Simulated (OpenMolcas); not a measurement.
Os2+: moving or changing the point charges

Os2+ among 8 point charges of -1.2 e arranged as a cube (Oh), 2.17 Å from the ion.
```
   1.2529    1.2529    1.2529  -1.20
   1.2529    1.2529   -1.2529  -1.20
   1.2529   -1.2529    1.2529  -1.20
   1.2529   -1.2529   -1.2529  -1.20
  -1.2529    1.2529    1.2529  -1.20
  -1.2529    1.2529   -1.2529  -1.20
  -1.2529   -1.2529    1.2529  -1.20
  -1.2529   -1.2529   -1.2529  -1.20
```

```
Program             : OpenMolcas
Method              : SS-CASPT2, IPEA 0.25 Eh, imaginary shift 0.1 Eh (closed shells correlated: 5s 5p)
Basis               : ANO-RCC-VDZP [7s6p4d2f1g]
Scalar Hamiltonian  : DKH2, point nucleus
Active space        : 6 electrons in 5 orbitals (5d)
State averaging     : 2S+1 = 5 even, 5 roots; 2S+1 = 3 even, 45 roots; 2S+1 = 1 even, 50 roots
Spin-orbit coupling : RASSI with atomic mean-field integrals over the reference wave functions
```

Runs around this geometry, states (labels of O, the rotations of Oh). Energies in cm-1 above the lowest state or level, χT in cm3 K/mol.

```csv
R (Å),q (e),Ground state,First state of that spin,First gap with spin-orbit (degeneracies),χT at 300 K,First state of another spin
2.17,-0.6,5E,5T2 3910,"220 (1, 3)",4.543,3T1 13470
1.97,-1.2,5E,5T2 12450,"68 (2, 1)",2.399,3T1 6650
2.17,-1.2,5E,5T2 8230,"160 (1, 2)",3.445,3T1 10240
2.27,-1.2,5E,5T2 6750,"210 (1, 2)",3.801,3T1 11450
```

Taking the first state of the same spin as R^-n, n = -ln(6750 / 12450) / ln(2.27 / 1.97) = 4.3 between the shortest and longest distance.

Scaling the charges by -0.6 / -1.2 = 0.50 scales the first state of the same spin by 3910 / 8230 = 0.48; with fixed orbitals a first-order splitting would follow the charge.

Roots that are degenerate in the reference are averaged as groups; the widest CASPT2 spread within a group is 280 cm-1 (the 3-fold group of multiplicity 3 near 23200 cm-1 above the lowest state of its run, R = 2.17, q = -1.2). Shifts and gaps below about the spread of the groups concerned are not significant. An orbital doublet at a regular site is open to a Jahn-Teller distortion, which this geometry leaves out. Point charges give a weaker field than real ligands, and real ions of this kind are as a rule low spin; the high spin found here belongs to the model. Free-ion shares, where given, are those of the reference states; single-state CASPT2 does not remix them. Spin-orbit coupling mixes the spin-free states strongly: the lowest level takes only 70 % from its leading state, 5E (figures for R = 2.17, q = -0.6; the like holds for R = 1.97, q = -1.2). The ground term spreads over less than 5000 cm-1, several times less than with real ligands, so orbital moments are less quenched and χT lies further from the spin-only value than at real sites (holds for R = 2.17, q = -0.6). This is an electrostatic model: the charges have no orbitals. No measured value stands beside these numbers.
